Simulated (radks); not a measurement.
The lutetium ion Lu3+, 68 electrons, occupied as [Xe] 4f14.

Method: scalar-relativistic Kohn-Sham, BLYP, spin-unpolarised, spherical densities, point nucleus; computed with a radial shooting solver on a logarithmic mesh with Libxc functionals.

Energy parts (eV):
part                      energy
total                 -396272.65
kinetic                433083.89
electron-nucleus      -974756.77
Hartree                153573.73
exchange-correlation    -8173.51

Orbitals (lengths in bohr, moments of r in powers of bohr; <r^-3> diverges for s and p1/2):
| orbital | occ. | eigenvalue (eV) | <r^-3> |
|---|---|---|---|
| 1s | 2 | -63280.03 | - |
| 2s | 2 | -10793.84 | - |
| 2p | 6 | -9498.531 | 16870 |
| 3s | 2 | -2466.288 | - |
| 3p | 6 | -2077.687 | 3700 |
| 3d | 10 | -1611.369 | 483.6 |
| 4s | 2 | -511.9443 | - |
| 4p | 6 | -384.4698 | 843.8 |
| 4d | 10 | -218.2947 | 93.11 |
| 5s | 2 | -87.5551 | - |
| 5p | 6 | -57.8138 | 109.3 |
| 4f | 14 | -36.0395 | 13.94 |

The highest occupied level is 4f at -36.040 eV. Summed over all electrons, <r^2> = 32.00 bohr^2, which gives a Langevin (diamagnetic) susceptibility term of -25.3 x 10^-6 cm^3/mol. The density falls to 0.001 e/bohr^3 at r = 3.07 bohr. For comparison, the ionisation energy in NIST's Atomic Spectra Database is 45.25 eV (semi-empirical). In exact Kohn-Sham theory the highest level is minus the ionisation energy, but local and semilocal functionals leave it too shallow, through self-interaction and a potential that decays too fast; potentials with the right tail come closer.

Run on one thread of a shared host, so times are rough (Arm Neoverse N1): 0.2 s of CPU time, 0.2 s wall, 15 iterations on 2501 mesh points.
